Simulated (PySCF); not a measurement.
A species of formula C6H7NO has this rotational fingerprint, computed with PBE0/def2-SVPD in PySCF (dipole) on a GFN2-xTB geometry, gas phase:

* Rotational constants: A = 4853, B = 1631, C = 1230 MHz
* Dipole components: |μa| = 0.23 D, |μb| = 2.51 D, |μc| = 0.00 D
* Inertial defect: -3.09 u·Å²
* κ: -0.78

Question: Which candidate fits, each taken in the one conformer that was computed?
A. `[CH2:1]=[C:2]([CH3:3])[c:4]1[cH:5][cH:6][o:7][n:8]1` with C1–C2–C4–C5 0°
B. `[O:1]=[CH:2][NH:3][C:4]1=[CH:5][CH2:6][CH:7]=[CH:8]1` with O1–C2–N3–C4 0°, C2–N3–C4–C5 180°
C. `[NH2:1][c:2]1[cH:3][cH:4][cH:5][c:6]([OH:7])[cH:8]1` with C5–C6–O7–H 1° (3-aminophenol)

Answer: A. It is C=C(C)c1ccon1, an asymmetric top, point group Cs. The candidates at the same level (rigid rotor, commonest isotopes):

```tsv
SMILES	A (MHz)	B (MHz)	C (MHz)	μa (D)	μb (D)	μc (D)	Δ (u·Å²)	point group	rotor
Nc1cccc(O)c1	3791	1841	1240	0.73	0.43	0.78	-0.31	near Cs	asymmetric top
O=CNC1=CCC=C1	5510	1433	1145	1.82	3.27	0.00	-3.10	Cs	asymmetric top
C=C(C)c1ccon1	4853	1631	1230	0.23	2.51	0.00	-3.09	Cs	asymmetric top
```

`O=CNC1=CCC=C1` has A 14 % too high; `Nc1cccc(O)c1` has A 22 % too low. In the right answer the mirror of this Cs structure is the ab plane, so μc vanishes by symmetry. No structure here is proved a minimum.
